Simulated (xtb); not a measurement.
xtb input (GFN-FF):

```bash
xtb mol.xyz --gfnff --opt tight --chrg 0 --uhf 0
```
mol.xyz:
```
3

Hf     0.06899858     0.13824976     0.11353732
O      0.79805456    -0.42960949    -1.41901862
O     -1.41904176    -0.81463831     0.39718275
```

End of the output:

```
         :::::::::::::::::::::::::::::::::::::::::::::::::::::
         ::                     SUMMARY                     ::
         :::::::::::::::::::::::::::::::::::::::::::::::::::::
         :: total energy              -0.490018892852 Eh    ::
         :: gradient norm              0.000150140890 Eh/a0 ::
         ::.................................................::
         :: bond energy               -0.297880221965 Eh    ::
         :: angle energy               0.000000103868 Eh    ::
         :: torsion energy             0.000000000000 Eh    ::
         :: repulsion energy           0.011388084768 Eh    ::
         :: electrostat energy        -0.202776142923 Eh    ::
         :: dispersion energy         -0.000750716600 Eh    ::
         :: HB energy                  0.000000000000 Eh    ::
         :: XB energy                  0.000000000000 Eh    ::
         :: bonded atm energy          0.000000000000 Eh    ::
         :: external energy            0.000000000000 Eh    ::
         :: add. restraining           0.000000000000 Eh    ::
         :: total charge              -0.000000000000 e     ::
         :::::::::::::::::::::::::::::::::::::::::::::::::::::

           -------------------------------------------------
          |                Property Printout                |
           -------------------------------------------------

molecular dipole:
                 x           y           z       tot (Debye)
 q only:       -0.002      -0.004      -0.003       0.015
           -------------------------------------------------
          |                Geometry Summary                 |
           -------------------------------------------------

      molecular mass/u    :      210.4837886
   center of mass at/Å    :       -0.1846727      -0.3700214      -0.3038793
  moments of inertia/u·Å² :        0.3620288E-03   0.9911449E+02   0.9911485E+02
rotational constants/cm⁻¹ :        0.4656434E+05   0.1700824E+00   0.1700818E+00

 * 2 selected distances

     #   Z          #   Z                                           value/Å
     1  72 Hf       2   8 O                                       1.7599592 (max)
     1  72 Hf       3   8 O                                       1.7599592 (min)

 * 1 distinct bonds (by element types)

   Z      Z             #   av. dist./Å        max./Å        min./Å
   8 O   72 Hf          2     1.7599592     1.7599592     1.7599592

optimized geometry written to: xtbopt.xyz

           -------------------------------------------------
          | TOTAL ENERGY               -0.490018892852 Eh   |
          | GRADIENT NORM               0.000150140890 Eh/α |
           -------------------------------------------------
########################################################################
[WARNING] Runtime exception occurred
-1- gfnff_setup: Could not read topology file.
########################################################################

------------------------------------------------------------------------
------------------------------------------------------------------------
 total:
 SCF:
 ANC optimizer:
Note: The following floating-point exceptions are signalling: IEEE_UNDERFLOW_FLAG IEEE_DENORMAL
normal termination of xtb
```
